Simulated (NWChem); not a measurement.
Everything below was run with NWChem. System: Cl2Pb, charge 0, spin multiplicity 1, at a geometry optimised with B3LYP/def2-SVP with def2 effective core potentials on Pb. The structure started from a generated list of species. Level: G0W0@PBE/def2-QZVP with def2 effective core potentials on Pb, RI basis def2-qzvp-rifit, no spin-orbit coupling.

Part of the output:

```
             Northwest Computational Chemistry Package (NWChem) 7.3.0
             --------------------------------------------------------

                                NWChem Input Module
                                -------------------

 Scaling coordinates for geometry "geometry" by  1.889725989
 (inverse scale =  0.529177249)

 Turning off AUTOSYM since
 SYMMETRY directive was detected!

                             Geometry "geometry" -> ""
                             -------------------------

 Output coordinates in angstroms (scale by  1.889725989 to convert to a.u.)

  No.       Tag          Charge          X              Y              Z
 ---- ---------------- ---------- -------------- -------------- --------------
    1 Pb                  82.0000     0.00000000     0.00000000    -0.46576900
    2 Cl                  17.0000     1.93631200     0.00000000     1.12332500
    3 Cl                  17.0000    -1.93631200     0.00000000     1.12332500

 Effective nuclear repulsion energy (a.u.)     628.4746591278

            Nuclear Dipole moment (a.u.)
            ----------------------------
        X                 Y               Z
 ---------------- ---------------- ----------------
     0.0000000000     0.0000000000    -0.0000151178

      Symmetry information
      --------------------

 Group name             C2v
 Group number             16
 Group order               4
 No. of unique centers     2

      Symmetry unique atoms

     1    2


 Summary of "ao basis" -> "" (spherical)
 ------------------------------------------------------------------------------
       Tag                 Description            Shells   Functions and Types
 ---------------- ------------------------------  ------  ---------------------
 *                         def2-qzvp                  on all atoms

 Summary of "ri basis" -> "" (spherical)
 ------------------------------------------------------------------------------
       Tag                 Description            Shells   Functions and Types
 ---------------- ------------------------------  ------  ---------------------
 *                      def2-qzvp-rifit               on all atoms

  pbe96 is a nonlocal functional; adding pw91lda local functional.

                                 NWChem DFT Module
                                 -----------------

 Summary of "ao basis" -> "ao basis" (spherical)
 ------------------------------------------------------------------------------
[...]
   Bfn.  Coefficient  Atom+Function         Bfn.  Coefficient  Atom+Function
  ----- ------------  ---------------      ----- ------------  ---------------
    20      0.430060  1 Pb px                23      0.418052  1 Pb px
    17      0.379139  1 Pb px                 8     -0.259819  1 Pb px
    44      0.155214  1 Pb d  1              91     -0.148626  2 Cl s
   109      0.148068  2 Cl pz               161      0.148626  3 Cl s
   179     -0.148068  3 Cl pz               103      0.135519  2 Cl pz

 center of mass
 --------------
 x =   0.00000000 y =   0.00000000 z =  -0.12447674

 moments of inertia (a.u.)
 ------------------
         471.967151703569           0.000000000000           0.000000000000
           0.000000000000        1408.363456568216           0.000000000000
           0.000000000000           0.000000000000         936.396304864648

     Multipole analysis of the density
     ---------------------------------

     L   x y z        total         alpha         beta         nuclear
     -   - - -        -----         -----         ----         -------
     0   0 0 0      0.000000    -28.000000    -28.000000     56.000000

     1   1 0 0     -0.000000     -0.000000     -0.000000      0.000000
     1   0 1 0     -0.000000     -0.000000     -0.000000      0.000000
     1   0 0 1     -1.743877    -27.277204    -27.277204     52.810532

     2   2 0 0    -46.245033   -250.735623   -250.735623    455.226214
     2   1 1 0      0.000000      0.000000      0.000000      0.000000
     2   1 0 1     -0.000000     -0.000000     -0.000000      0.000000
     2   0 2 0    -37.065256    -18.532628    -18.532628      0.000000
     2   0 1 1     -0.000000     -0.000000     -0.000000      0.000000
     2   0 0 2    -40.194257   -105.223990   -105.223990    170.253722

 Task  times  cpu:       91.6s     wall:       91.6s

                                NWChem Input Module
                                -------------------

                                 NWChem GW Module
                                 ----------------

                             ***********************
                             ***        GW       ***
                             ***********************

 Summary of "ri basis" -> "ri basis" (spherical)
 ------------------------------------------------------------------------------
       Tag                 Description            Shells   Functions and Types
 ---------------- ------------------------------  ------  ---------------------
 Pb                     def2-qzvp-rifit             49      265   10s10p9d8f6g4h2i
 Cl                     def2-qzvp-rifit             41      167   12s10p9d6f3g1h

                 Memory Information
                 ------------------
          Available GA per process is          1699.6 MBs
          Available stack per process is        700.0 MBs
          Available heap per process is           0.1 MBs

          Peak memory in Initialization
              Peak GA per process is                 33.6 MBs
              Peak stack per process is               0.6 MBs
              Peak heap per process is               34.9 MBs
              Memory not in MA per process            0.0 MBs

          Peak memory in CDGW Calculation
              Peak GA per process is                 39.4 MBs
              Peak stack per process is               5.5 MBs
              Peak heap per process is                5.5 MBs
              Memory not in MA per process            0.0 MBs

          Computing 2-center integrals
          Computing Inverse Cholesky factor
          Computing 3-center integrals
          Computing Vxc

          Computing Sigma_x
          Computing W(iw) on the imaginary grid
          Solving quasiparticle equations

                  Alpha Orbitals
          State     Energy (eV)     Error (eV)
          -----------------------------------
@GW        25        -10.179           0.005
@GW        26         -9.918           0.002
@GW        27         -9.898           0.002
@GW        28         -9.838           0.002
@GW        29         -1.738           0.002
@GW        30          0.056           0.005

     GW Timing Statistics
   ------------------------
   Init.   :          0.3s
     ERIs  :          5.4s
     Distr.:          0.1s
     Vxc   :          0.2s
   Vmo     :          0.0s
   iW      :          8.7s
   I_n     :          0.0s
   R_n     :          1.7s
   GW total:         16.5s

 Task  times  cpu:       16.5s     wall:       16.5s

 Total times  cpu:      108.1s     wall:      108.1s
```

**Question.** Write an NWChem input that would produce this output.

**Answer.** Several could match; the one computed here: 
```
start mol
memory heap 200 mb stack 700 mb global 1700 mb
geometry units angstroms nocenter noautoz
  Pb     0.000000     0.000000    -0.465769
  Cl     1.936312     0.000000     1.123325
  Cl    -1.936312     0.000000     1.123325
  symmetry group C2v
end
basis spherical
  * library def2-qzvp
end
ecp
  Pb library def2-ecp
end
basis "ri basis" bse spherical
  * library def2-qzvp-rifit
end
dft
  xc xpbe96 cpbe96
  iterations 100
  direct
  tolerances tight
end
task dft energy
gw
  method cdgw
  states alpha occ 4 vir 2
end
task dft gw
```
